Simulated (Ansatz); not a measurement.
The same atomization along the group F, Cl, Br, I.

Gas-phase electronic energies from Ansatz, PBE0-D4/def2-TZVP geometries. CCSD(T)/CBS is the MP2 limit (def2-TZVPP, def2-QZVPP) plus CCSD(T) − MP2 in def2-TZVPP, frozen cores. This one scheme is used for every species, atoms too. Functionals use def2-TZVPP. B3LYP here is the variant with VWN-RPA as its local correlation; programs differ in this. No spin–orbit coupling; open shells (•) take unrestricted orbitals. Spin–orbit coupling would lower the free atoms: a little for Cl, F; clearly for Br, Ge; strongly for I. def2 core potentials past Kr. For Br, Ge, I outer-core shells are correlated without core-valence functions, so the limit isn't a true one: a few kJ/mol of doubt a bond, and 10 to 20 or more in all where bonds break to atoms. Scalar relativity is left out up to krypton.

```json
{"reaction": "`[F][GeH2][F]` → 2 F• + Ge• + 2 H•", "HF/CBS(def2) (kcal/mol)": "272.8", "LDA (SPW92) (kcal/mol)": "437.1", "B3LYP-D4 (kcal/mol)": "373.5", "CCSD(T)/def2-SVP (kcal/mol)": "353.3", "CCSD(T)/CBS(def2) (kcal/mol)": "381.7"}
{"reaction": "`[Cl][GeH2][Cl]` → 2 Cl• + Ge• + 2 H•", "HF/CBS(def2) (kcal/mol)": "233.4", "LDA (SPW92) (kcal/mol)": "360.7", "B3LYP-D4 (kcal/mol)": "310.5", "CCSD(T)/def2-SVP (kcal/mol)": "291.0", "CCSD(T)/CBS(def2) (kcal/mol)": "318.4"}
{"reaction": "`[Br][GeH2][Br]` → 2 Br• + Ge• + 2 H•", "HF/CBS(def2) (kcal/mol)": "212.3", "LDA (SPW92) (kcal/mol)": "336.8", "B3LYP-D4 (kcal/mol)": "288.5", "CCSD(T)/def2-SVP (kcal/mol)": "271.2", "CCSD(T)/CBS(def2) (kcal/mol)": "298.4"}
{"reaction": "`[I][GeH2][I]` → 2 I• + Ge• + 2 H•", "HF/CBS(def2) (kcal/mol)": "187.1", "LDA (SPW92) (kcal/mol)": "308.9", "B3LYP-D4 (kcal/mol)": "263.1", "CCSD(T)/def2-SVP (kcal/mol)": "244.5", "CCSD(T)/CBS(def2) (kcal/mol)": "273.5"}
```

Largest T1 diagnostic: 0.012, for `[F][GeH2][F]`.

For atomizations the MP2-based limit and the directly extrapolated one differ by several kJ/mol either way, and by 10 to 25 for some Ge, Se and Sn compounds, so smaller differences from it don't rank the levels.
